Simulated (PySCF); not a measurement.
A GIAO shielding run with PySCF 2.14 (density fitting, non-relativistic, gas phase) on SMILES O=C(F)C(F)(F)F, C2F4O:

```
$ OMP_NUM_THREADS=1 python probes_run.py task.json out

{"job": {"kind": "nmr", "xc": "BLYP", "basis": "pcSseg-2", "pop": false}, "charge": 0, "multiplicity": 1}
O      1.328517     0.733756    -1.130987
C      0.756023    -0.086971    -0.514289
F      1.122485    -1.356036    -0.449556
C     -0.513112     0.127944     0.326277
F     -0.289300    -0.244734     1.580567
F     -1.504592    -0.604840    -0.167017
F     -0.860918     1.398350     0.304374
```

Hardware: 1 thread of an Arm Neoverse V1, shared host.

Task: How large is the calculation?

Result: 56 electrons, 252 basis functions and 685 auxiliary functions.

Task: How long does it take, and how much memory does it need?

Result: 30 s of wall time, with 15 SCF cycles; peak memory 0.9 GiB. Times on a shared host scatter by some tens of per cent.

Task: And these other runs on the same molecule and hardware: GIAO shielding at B97-2/pcSseg-2; GIAO shielding at CAM-B3LYP/pcSseg-2; GIAO shielding at KT2/pcSseg-2; GIAO shielding at LC-wPBE/pcSseg-2; GIAO shielding at OPBE/pcSseg-2?

Result: B97-2/pcSseg-2: 252 functions, 23 s; CAM-B3LYP/pcSseg-2: 252 functions, 32 s; KT2/pcSseg-2: 252 functions, 32 s; LC-wPBE/pcSseg-2: 252 functions, 41 s; OPBE/pcSseg-2: 252 functions, 32 s.
